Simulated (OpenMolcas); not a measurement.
## Levels of Ce2+ by method

```yaml
Program: OpenMolcas 26.06
Basis: ANO-RCC-VQZP [9s8p6d4f3g2h]
Scalar_Hamiltonian: DKH2, point nucleus
Active_space: 2 electrons in 7 orbitals (4f)
State_averaging: 2S+1 = 3 even, 21 roots; 2S+1 = 1 even, 28 roots
Spin-orbit_coupling: state interaction with AMFI integrals over the reference wave functions, term energies averaged over their components
```

Methods on the same reference wave functions:
A. CASSCF
B. SS-CASPT2, IPEA 0.25 Eh, imaginary shift 0.1 Eh (closed shells correlated: 5s 5p)

Energies in cm⁻¹ above 4f² ³H₄, the measured ground level; measured values from Martin, Zalubas and Hagan, Atomic Energy Levels: The Rare-Earth Elements, NSRDS-NBS 60 (1978).

| Level | A | B | Measured |
| --- | --- | --- | --- |
| 4f² ³H₄ | 0.0 | 0.0 | 0.0 |
| 4f² ³H₅ | 1654 | 1691 | 1528 |
| 4f² ³H₆ | 3426 | 3460 | 3127 |
| 4f² ³F₂ | 5629 | 4080 | 3763 |
| 4f² ³F₃ | 6682 | 5160 | 4765 |
| 4f² ¹D₂ | 19335 | 15750 | 12835 |
| 4f² ¹I₆ | 23105 | 19780 | 17421 |
| 4f² ³P₀ | 24669 | 21240 | 16072 |
| 4f² ³P₁ | 25119 | 21750 | 16524 |
| 4f² ³P₂ | 25963 | 22580 | 17317 |
| 4f² ¹S₀ | 52903 | 41940 | 32839 |

Deviations, from unrounded energies. A percentage is the sum of absolute deviations over the sum of measured energies, with the sign that they share, or ± where signs differ.

```csv
Against measurement,Levels,A,B
mean absolute deviation (cm-1),10,6200,3100
fine structure of the ground term (%),2,+9.1,+10.6
other terms of the ground configuration (%),8,+50.9,+25.3
```

B lies closest to measurement on these levels. The largest miss of B in the table is 4f² ¹S₀, by +9100 cm-1. The ranking rests on the paired levels alone, and a cruder setting can come out closer through cancelling errors.

From A to B the spin-free energies of the other terms of 4f² shown, above ³H, scale by factors of 0.69 to 0.85.

The lowest spin-free term lies below A's lowest term by 0.280 hartree in B.

CASPT2 breaks the degeneracy within a term, and the mean is taken; among the terms shown or strongly mixed into the levels shown the widest spread is 2000 cm-1 (4f² ¹I, B). Over all roots computed the reference weight is 0.86 to 0.92 in B; the roots of lowest weight are the least certain, and an intruder state may touch them. Without dynamic correlation excited terms often stand tens of per cent too high (terms of higher spin than the ground term too low), and those without a measured partner can miss by more than the paired ones (holds for A). Some terms miss by over 15 % even with CASPT2, which points to a basis or an active space too small for the shells correlated (holds for B). Measured partners are found by configuration, term and J. A level has none where our copy of the source lacks it or the pairing is in doubt (some pairs that miss far off the trend of their configuration count as doubtful), and it then counts in no deviation. Only configurations of the active space appear. The table leaves out levels that lie high or whose names do not pair safely across all columns.
